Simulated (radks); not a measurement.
Values are calculated unless marked as measured or tabulated.
Species: Be1.5+. Configuration: [He] 2s(up 0.5, down 0) (fractional occupations, a model configuration).

Level of theory: non-relativistic Kohn-Sham, PBE, spin-polarised, spherical densities, point nucleus (a radial shooting solver on a logarithmic mesh with Libxc functionals).

Energy parts (Ry):
total: -27.98995
kinetic: 27.89779
electron-nucleus: -61.42092
Hartree: 10.30809
exchange-correlation: -4.77492

Orbitals (lengths in bohr, moments of r in powers of bohr):
1s up: occ. 1; eigenvalue (Ry) -9.17207; <r^2> 0.2395
1s down: occ. 1; eigenvalue (Ry) -9.14755; <r^2> 0.2386
2s up: occ. 0.5; eigenvalue (Ry) -1.36789; <r^2> 5.452

The highest occupied level is 2s up at -18.611 eV. Summed over all electrons, <r^2> = 3.204 bohr^2, which gives a Langevin (diamagnetic) susceptibility term of -2.54 x 10^-6 cm^3/mol. Spin moment in Bohr magnetons: 0.5.
